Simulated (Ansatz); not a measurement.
A short molecular-dynamics run on the cluster Ru₃⁺.

```yaml
crystal:
  periodic: [false, false, false]
  atoms:
    - {symbol: Ru, position_ang: [-0.318699, -0.062298, 0.292932]}
    - {symbol: Ru, position_ang: [-0.700334, 0.053478, 2.474383]}
    - {symbol: Ru, position_ang: [-2.450167, -0.660980, 0.501585]}
basis:
  gaussian: {orbitals: def2-SVP}
total_charge: 1
magnetization: {spin_polarized: true, initial_magnetization: 1}
hamiltonian: {xc: {name: PBE}}
md: {timestep: 1 fs, n_steps: 15, ensemble: nvt_langevin, temperature: 1000, initial_velocities: maxwell_boltzmann, friction: 0.01, seed: 811}
scf: {omitted_lower_state_checks: [starts]}
```

```sh
$ ansatz run in.yaml --threads 4 --pin off --events-out ev --progress --plain --max-ram 3916MiB
```

```
step  time (fs)  potential energy (eV)  kinetic (eV)  T (K)
   0        0.0             -7738.8777        0.2585    667
   1        1.0             -7738.8796        0.2021    521
   2        2.0             -7738.8805        0.1932    498
   3        3.0             -7738.8806        0.2048    528
   4        4.0             -7738.8802        0.2004    517
   5        5.0             -7738.8792        0.2096    540
   6        6.0             -7738.8779        0.2032    524
   7        7.0             -7738.8762        0.2050    529
   8        8.0             -7738.8743        0.1812    467
   9        9.0             -7738.8721        0.2360    608
  10       10.0             -7738.8695        0.2198    567
  11       11.0             -7738.8666        0.2821    727
  12       12.0             -7738.8637        0.2885    744
  13       13.0             -7738.8609        0.2912    751
  14       14.0             -7738.8581        0.3465    894
  15       15.0             -7738.8550        0.2935    757
```

Velocities are drawn at the set temperature; a run this short doesn't reach equilibrium. Under Langevin dynamics the printed temperature counts 3N degrees of freedom, so it starts below the set value.

In the def2 sets Ru takes a core potential; there is no spin–orbit coupling. The charge 1 doublet is spin-contaminated (final ⟨S²⟩ up to 3.34, 0.75 for a pure state).

Frames (Å, forces in eV/Å):

```xyz
3
time=0.0 fs
Ru   -0.319   -0.062    0.293    0.162    0.017   -0.293
Ru   -0.700    0.053    2.474   -0.019    0.027    0.315
Ru   -2.450   -0.661    0.502   -0.143   -0.044   -0.022
3
time=1.0 fs
Ru   -0.319   -0.061    0.290    0.093    0.006   -0.205
Ru   -0.697    0.053    2.478   -0.028    0.013    0.207
Ru   -2.453   -0.663    0.500   -0.066   -0.019   -0.002
3
time=2.0 fs
Ru   -0.320   -0.060    0.288    0.032   -0.004   -0.131
Ru   -0.695    0.053    2.482   -0.036    0.001    0.114
Ru   -2.456   -0.664    0.499    0.005    0.003    0.017
3
time=3.0 fs
Ru   -0.321   -0.058    0.287   -0.024   -0.014   -0.066
Ru   -0.692    0.053    2.485   -0.045   -0.010    0.032
Ru   -2.458   -0.667    0.497    0.069    0.024    0.034
3
time=4.0 fs
Ru   -0.322   -0.056    0.285   -0.071   -0.022   -0.006
Ru   -0.690    0.052    2.488   -0.053   -0.020   -0.045
Ru   -2.461   -0.669    0.496    0.125    0.042    0.050
3
time=5.0 fs
Ru   -0.324   -0.054    0.284   -0.117   -0.030    0.048
Ru   -0.688    0.053    2.491   -0.062   -0.030   -0.114
Ru   -2.463   -0.671    0.494    0.180    0.060    0.066
3
time=6.0 fs
Ru   -0.325   -0.051    0.283   -0.166   -0.041    0.091
Ru   -0.686    0.054    2.494   -0.072   -0.038   -0.170
Ru   -2.466   -0.674    0.493    0.237    0.079    0.079
3
time=7.0 fs
Ru   -0.326   -0.049    0.283   -0.215   -0.053    0.124
Ru   -0.684    0.056    2.496   -0.081   -0.045   -0.215
Ru   -2.469   -0.677    0.491    0.296    0.098    0.091
3
time=8.0 fs
Ru   -0.328   -0.046    0.282   -0.261   -0.064    0.157
Ru   -0.682    0.057    2.497   -0.090   -0.052   -0.259
Ru   -2.472   -0.680    0.490    0.350    0.116    0.101
3
time=9.0 fs
Ru   -0.330   -0.044    0.279   -0.306   -0.075    0.198
Ru   -0.680    0.059    2.499   -0.096   -0.059   -0.309
Ru   -2.475   -0.683    0.489    0.403    0.134    0.111
3
time=10.0 fs
Ru   -0.332   -0.041    0.277   -0.353   -0.086    0.242
Ru   -0.679    0.061    2.500   -0.103   -0.066   -0.363
Ru   -2.478   -0.685    0.488    0.456    0.152    0.121
3
time=11.0 fs
Ru   -0.334   -0.039    0.275   -0.391   -0.095    0.284
Ru   -0.677    0.064    2.501   -0.110   -0.073   -0.415
Ru   -2.481   -0.688    0.487    0.501    0.168    0.131
3
time=12.0 fs
Ru   -0.337   -0.036    0.272   -0.424   -0.103    0.325
Ru   -0.676    0.067    2.502   -0.116   -0.080   -0.465
Ru   -2.485   -0.691    0.486    0.540    0.183    0.140
3
time=13.0 fs
Ru   -0.340   -0.033    0.270   -0.455   -0.110    0.363
Ru   -0.676    0.070    2.503   -0.120   -0.086   -0.509
Ru   -2.488   -0.693    0.486    0.575    0.196    0.147
3
time=14.0 fs
Ru   -0.344   -0.030    0.267   -0.482   -0.117    0.398
Ru   -0.675    0.074    2.503   -0.124   -0.092   -0.551
Ru   -2.491   -0.696    0.486    0.606    0.208    0.153
3
time=15.0 fs
Ru   -0.347   -0.028    0.264   -0.512   -0.124    0.433
Ru   -0.674    0.078    2.503   -0.128   -0.097   -0.590
Ru   -2.493   -0.700    0.486    0.640    0.221    0.158
```

Hardware: 4 threads of Intel Xeon on a shared host. Wall time 2.2 min.
